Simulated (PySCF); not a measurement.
Gas-phase reaction: H2 + 3 GaI ⇌ GaI3 + 2 GaH

Method: PySCF energies plus ideal-gas RRHO corrections (1 bar). † marks an energy on the PBE0/def2-TZVP geometry and frequencies; other levels use their own. CCSD(T) freezes the core. All species are closed-shell singlets. I: scalar-relativistic def2 core potential, no spin-orbit coupling. Ga: all electrons, no relativistic terms. GaH: computed as isolated molecules; such fragments, hydroxides, amides, oligomers or adducts are transient or little studied in the gas. CCSD(T) isn't extrapolated to the basis-set limit.

```tsv
level	ΔH°(298 K), kJ
CCSD(T)/def2-SVP†	…
CCSD(T)/def2-TZVPP†	142
M06-2X/def2-TZVP†	168
PBE/def2-SVP	…
PBE0/def2-QZVP†	…
r2SCAN/def2-TZVP†	168
ωB97M-V/def2-TZVP†	164
ωB97X-V/def2-TZVP†	…
```

**Question.** What belongs in the gaps?

**Answer.** 
- CCSD(T)/def2-SVP†, ΔH°(298 K), kJ: 145
- PBE/def2-SVP, ΔH°(298 K), kJ: 189
- PBE0/def2-QZVP†, ΔH°(298 K), kJ: 170
- ωB97X-V/def2-TZVP†, ΔH°(298 K), kJ: 144
